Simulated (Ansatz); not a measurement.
Stepwise reaction of `[Cl][SnH2][Cl]` with hydrogen, as a gas-phase model of exchange steps in deposition or etching. ΔE in kJ/mol; ΔG adds harmonic PBE0-D4 terms to CCSD(T)/CBS, at 1 bar.

Calculated with Ansatz (gas phase, PBE0-D4/def2-TZVP geometries, no zero-point term in ΔE). CBS: MP2 limit from def2 TZ/QZ plus the TZ coupled-cluster correction, frozen cores. This one scheme is used for every species. Functionals use def2-TZVPP. B3LYP here is the variant with VWN-RPA as its local correlation; programs differ in this. Elements past krypton have def2 core potentials. For Sn outer-core shells are correlated without core-valence functions, which leaves a few kJ/mol of doubt a bond.

```csv
step,reaction,PBE-D4,B3LYP-D4,ωB97M-V,CCSD(T)/CBS,ΔG(600 K)
2,`[Cl][SnH3]` + H₂ → `[SnH4]` + HCl,69.4,71.9,69.3,74.5,72.5
```

Task: Give the row of step 1, `[Cl][SnH2][Cl]` + H₂ → `[Cl][SnH3]` + HCl. (Best estimate.)

Result: Computed: 
```tsv
step	reaction	PBE-D4	B3LYP-D4	ωB97M-V	CCSD(T)/CBS	ΔG(600 K)
1	`[Cl][SnH2][Cl]` + H₂ → `[Cl][SnH3]` + HCl	71.6	72.5	69.4	74.1	67.3
```

Task: By hand: ΔE of the 2 steps together at CCSD(T)/CBS.

Result: (74.1) + (74.5) = 148.6 kJ/mol, or 74.3 kJ/mol a step.

In ΔE the steps differ by no more than 0.4 kJ/mol. All are uphill at CCSD(T)/CBS. ΔG lies between 67.3 and 72.5 kJ/mol a step. PBE-D4 differs from CCSD(T)/CBS by -5.1 to -2.5 kJ/mol a step. Isolated molecules leave out the surface, adducts and barriers. Largest T1 diagnostic: 0.013.
